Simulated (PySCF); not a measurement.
## Aluminium: a sound run and one with changed settings

Sound run: Al²⁺ [Ne] 3s1, Al³⁺ [Ne]. Calculation: PySCF 2.14, in pcseg-2; the non-relativistic Hamiltonian (point nucleus). The sound run starts from symmetry-adapted Hartree-Fock orbitals and uses a fine grid where one is needed.

Changed run: initial guess 1e, at most 50 SCF cycles, level shift 2.0 hartree.

```tsv
species	method	sound run (hartree)	changed run (hartree)	converged
Al²⁺	UHF	-241.02210	-241.02210	no
Al²⁺	TPSS	-241.47398	-241.47398	no
Al²⁺	LDA	-240.40172	-240.40172	yes
Al³⁺	UHF	-239.99239	-239.99239	yes
Al³⁺	TPSS	-240.42690	-240.42690	yes
Al³⁺	LDA	-239.34310	-239.34310	yes
```

Ionisation energy of Al²⁺:

```tsv
method	sound run (eV)	changed run (eV)
LDA	28.807	28.807
```

A level shift slows the SCF but leaves a converged energy unchanged.

For comparison, NIST gives 28.448 eV between the lowest levels.
